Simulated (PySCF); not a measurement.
# A series of related molecules

Level of theory: TDA PBE0/def2-SVP excited states, vertical, gas phase (PySCF). Geometry: GFN2-xTB.

Each molecule in one low-energy conformer.

(1) How does the vertical S1–T1 gap change along this series?
- [C-]#[N+]c1cc([SiH3])c2c(c1)C=C2 (H replaced by SiH3)
- [C-]#[N+]c1cc2c(c(SC)c1)C=C2 (H replaced by SCH3)
- [C-]#[N+]c1cc2c(c(-c3cccs3)c1)C=C2 (H replaced by 2-thienyl)
- [C-]#[N+]c1cc(C)c2c(c1)C=C2 (H replaced by CH3)

## Answers

(1) 
| molecule | S1 (eV) | S1 from | f(S1) | T1 (eV) | T1 from | S1 − T1 (eV) | S0–T1 spin-orbit coupling (cm⁻¹) | S1–T1 spin-orbit coupling (cm⁻¹) |
| --- | --- | --- | --- | --- | --- | --- | --- | --- |
| [C-]#[N+]c1cc([SiH3])c2c(c1)C=C2 | 3.04 | HOMO→LUMO | 0.011 | 1.75 | HOMO→LUMO | 1.30 | 0.07 | 0.02 |
| [C-]#[N+]c1cc2c(c(SC)c1)C=C2 | 2.90 | HOMO→LUMO | 0.019 | 1.71 | HOMO→LUMO | 1.19 | 0.06 | 0.01 |
| [C-]#[N+]c1cc2c(c(-c3cccs3)c1)C=C2 | 2.91 | HOMO→LUMO | 0.020 | 1.66 | HOMO→LUMO | 1.26 | 0.08 | 0.00 |
| [C-]#[N+]c1cc(C)c2c(c1)C=C2 | 3.05 | HOMO→LUMO | 0.010 | 1.76 | HOMO→LUMO | 1.30 | 0.07 | 0.00 |

The vertical S1–T1 gap is lowest for [C-]#[N+]c1cc2c(c(SC)c1)C=C2 and highest for [C-]#[N+]c1cc([SiH3])c2c(c1)C=C2.
